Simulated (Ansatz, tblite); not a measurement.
Removing and adding an electron: B6Sb6 (the lowest singlet isomer of a short search). Total charge 0; singlet. Geometry: r2SCAN-D4/def2-SVP. Ansatz, gas phase; energy differences of separate SCF runs; the oxidised species was run as a doublet alone; the reduced species was run as a doublet alone.

| atom | x (Å) | y (Å) | z (Å) |
| --- | --- | --- | --- |
| B1 | 0.399 | 0.060 | -0.389 |
| B2 | -0.131 | 1.518 | 0.364 |
| B3 | -0.522 | -1.228 | -0.894 |
| B4 | 1.607 | 0.743 | 0.588 |
| B5 | -1.290 | 0.201 | -0.021 |
| B6 | 1.418 | -0.783 | 0.941 |
| Sb7 | 0.389 | 1.196 | 2.560 |
| Sb8 | 1.415 | 2.225 | -1.134 |
| Sb9 | -2.333 | -0.259 | -1.954 |
| Sb10 | 0.409 | -0.140 | -2.814 |
| Sb11 | -1.622 | -0.840 | 2.026 |
| Sb12 | 0.261 | -2.694 | 0.727 |

In the def2 sets Sb takes a core potential; there is no spin–orbit coupling. The xTB rows come from tblite. The structure comes from a short search, and lower isomers may exist.

```
   level  −HOMO (eV)  vertical IE (eV)  −LUMO (eV)  vertical EA (eV)  HOMO–LUMO gap (eV)  IE − EA (eV)
GFN1-xTB        8.40             10.77        7.02              4.65                1.38          6.13
GFN2-xTB        7.79              9.74        6.54              4.70                1.25          5.04
```

Question: Estimate the rows for PBE-D4/def2-SVP, PBE0-D4/def2-SVP.

Answer: 
```json
{"level": "PBE-D4/def2-SVP", "−HOMO (eV)": "5.01", "vertical IE (eV)": "6.91", "−LUMO (eV)": "3.26", "vertical EA (eV)": "1.49", "HOMO–LUMO gap (eV)": "1.75", "IE − EA (eV)": "5.42", "remarks": "HOMO above zero (-1 doublet)"}
{"level": "PBE0-D4/def2-SVP", "−HOMO (eV)": "5.87", "vertical IE (eV)": "7.16", "−LUMO (eV)": "2.77", "vertical EA (eV)": "1.60", "HOMO–LUMO gap (eV)": "3.10", "IE − EA (eV)": "5.55", "remarks": "–"}
```

Relaxing the reduced species (r2SCAN-D4/def2-SVP) changes its energy by -0.19 eV at PBE-D4/def2-SVP, so the adiabatic electron affinity to this nearest minimum is 1.68 eV. At PBE0-D4/def2-SVP it is 1.75 eV.     A HOMO above zero means that the electron is unbound at that level or that self-interaction error raises the level; the energy of removing that electron tells which. Raw xTB energy differences between charge states are shifted by several eV; the methods need an empirical correction for them. Sets without diffuse functions give affinities that are too small.
